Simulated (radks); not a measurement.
Polarisability of the cobalt ion Co+, [Ar] 3d8, at imaginary frequency. Calculated with a radial shooting solver on a logarithmic mesh with Libxc functionals: scalar-relativistic Kohn-Sham, exchange-only LDA, spin-polarised, spherical densities, finite nucleus; open shells are filled with parallel spins first; Fermi nuclear charge, rms radius 3.7875 fm. Response by self-consistent Sternheimer equations with the Hartree and adiabatic exchange-only LDA kernel, the relativistic mass of each level held fixed and spin-orbit coupling left out.

w (hartree)  alpha1(iw) (bohr^3)
0.00266                    11.80
0.0143                     11.76
0.0360                     11.58
0.0697                     11.06
0.118                      10.01
0.186                      8.523
0.280                      6.876
0.413                      5.345
0.605                      4.022
0.892                      2.897
1.35                       1.952
2.12                       1.187
3.59                      0.6085
6.94                      0.2316
17.5                     0.05007

Static values: alpha1 = 11.80 bohr^3 (1.748 angstrom^3; uncoupled 16.26). C6 = 42.57, triple-dipole C9 = 317.3 atomic units. One-pole (London) frequency 4 C6 / (3 alpha1^2) = 0.408 hartree, against 0.373 for minus the highest occupied eigenvalue.
